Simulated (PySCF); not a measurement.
# What a mistake does to a calculation on AlGeH6N

All numbers below are calculated, not measured. The program is PySCF 2.14.0, an open-source quantum chemistry code, run on an isolated molecule that a program drew, which may never have been made. The molecule is AlGeH6N (charge 0, singlet), drawn as the SMILES string `[AlH2][NH][GeH3]`.

Each row is a Hartree-Fock (HF) and frozen-core CCSD(T) single point in the cc-pV(D+d)Z basis, meant for a local HF minimum. Run 1 is clean. Each other run has one planted mistake out of seven kinds, and not every kind appears here: one electron removed, one electron added, multiplicity raised by two, geometry at a saddle point, minimal basis STO-3G, one bond length entered in bohr, all coordinates scaled. The reference is restricted for singlets and unrestricted otherwise, and also for a bond in bohr. Adding or removing an electron swaps singlet and doublet. Electrons count all cores. HOMO and LUMO are orbital energies over both spins, the gradient is its largest component, and the lowest frequency (negative if imaginary) is given only where the gradient is small. Bond lengths are over the 8 bonds as drawn. T1 is the CCSD diagnostic: over 0.02 (restricted) or 0.045 (unrestricted) a single reference is doubtful. Germanium has the cc-pVDZ-PP basis, with a core potential (ECP10MDF) in place of its 10 inner electrons, and its 3s, 3p and 3d shells are frozen in CCSD(T).

Geometry of the clean run:
```xyz
9
AlGeH6N, angstrom
Al   -2.6074   -0.0955   -0.5073
N    -0.8310   -0.0898   -0.5086
Ge    0.3934   -1.0097    0.5193
H    -3.3638    0.8297   -1.5400
H    -3.3633   -1.0211    0.5219
H    -0.3807    0.5126   -1.1793
H     1.2920   -0.0323    1.2893
H     1.2834   -1.8944   -0.3644
H    -0.3918   -1.8792    1.5021
```

```
run,electrons,basis functions,<S^2>,HOMO (eV),LUMO (eV),gradient (hartree/bohr),lowest frequency (cm^-1),mean bond (Å),longest bond (Å),T1,HF (hartree),CCSD(T) (hartree),mistake
1,58,90,0.000,-10.57,1.97,1.8e-05,82,1.5480,1.844,0.0137,-593.26591,-593.66333,no fault
2,58,90,0.000,-10.21,1.74,3.7e-02,-,1.6579,1.975,0.0166,-593.23172,-593.63957,all coordinates scaled
3,58,90,1.013,-6.79,0.87,1.2e-02,-,1.7456,3.357,0.0147,-593.12361,-593.48505,one bond length entered in bohr
4,58,90,2.005,-4.94,-3.03,5.0e-02,-,1.5480,1.844,0.0598,-593.04296,-593.43801,?
5,57,90,0.835,-15.10,-9.23,8.1e-02,-,1.5480,1.844,0.0300,-592.88631,-593.26628,?
```

**Which mistake was planted in run 4, and what did it cost?**

Electrons, basis and geometry are unchanged, and <S^2> is 2.005, beside S(S+1) = 2.00 for a multiplicity of 3. So the mistake is: multiplicity raised by two. Subtracting run 1 and multiplying by 627.51 kcal/mol a hartree, the energy moved by 139.9 kcal/mol in HF and 141.4 kcal/mol in CCSD(T).

**Which mistake was planted in run 5, and what did it cost?**

It counts 57 electrons, one fewer than the clean run, at the same geometry and basis. So the mistake is: one electron removed. Subtracting run 1 and multiplying by 627.51 kcal/mol a hartree, the energy moved by 238.2 kcal/mol in HF and 249.2 kcal/mol in CCSD(T).

Cautions from the logs. Run 4: T1 is over the limit, so its CCSD(T) energy is less reliable.
